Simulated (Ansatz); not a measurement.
Zn₃O₃H₁₂, a cluster cut from wurtzite ZnO (hydrogen-capped), relaxed as a singlet with RKS r2SCAN-D4/def2-SVP in Ansatz, starting from the force-field or lattice model geometry. Force threshold 0.02 eV/Å.

Start:

Cartesian coordinates in Å:
```
O 1.424 0.647 1.088
O -1.767 0.634 0.438
O 0.116 -1.839 -0.509
Zn -0.164 1.795 0.622
Zn 1.739 -0.692 -0.345
Zn -1.447 -0.726 -0.990
H 2.220 1.233 1.193
H 1.244 0.196 1.927
H -0.380 2.866 1.763
H 0.120 2.510 -0.708
H -1.896 0.150 1.295
H -2.518 1.162 0.191
H 2.966 -1.546 0.038
H 2.017 0.033 -1.654
H -0.039 -2.299 0.336
H 0.271 -2.513 -1.220
H -1.188 -0.005 -2.337
H -2.716 -1.608 -1.127
```

Problem. Estimate the energy that the relaxation releases and the steps that it takes.

Solution. 422.7 kJ/mol, in 13 steps; 1.8 min on 4 threads of Arm Neoverse N1 on a shared host. The force fell under the threshold at step 12, but the optimiser went on. No frequencies were taken in this run, so the end may be a saddle point.

Problem. Does the start keep its bonding and symmetry?

Solution. By distances, no bond broke or formed. The bond that changes most is O3–Zn6, from 1.98 to 2.31 Å (atoms count from 1). The end is the same structure that another start reached. Point group Cs at the start, D3h at the end, both within 0.05 Å; within 0.015 Å the end is C3v.

Problem. Predict the relaxed structure.

Solution. 
```xyz
18

O     1.629    0.922    0.828
O    -1.844    0.883    0.114
O     0.211   -1.813   -0.929
Zn   -0.262    2.222    1.147
Zn    2.263   -1.089   -0.129
Zn   -2.002   -1.139   -1.007
H     2.217    1.548    0.372
H     1.969    0.835    1.734
H    -0.556    1.768    2.616
H    -0.023    3.176   -0.071
H    -2.514    0.778    0.811
H    -2.220    1.496   -0.540
H     2.262   -1.936    1.186
H     2.770   -0.483   -1.481
H     0.143   -2.698   -0.535
H     0.409   -1.945   -1.872
H    -1.948   -0.538   -2.452
H    -2.506   -1.987    0.207
```
Bond lengths (bridged metal pairs left out): 6 × H–O 0.97 Å; 6 × H–Zn 1.56 to 1.57 Å.
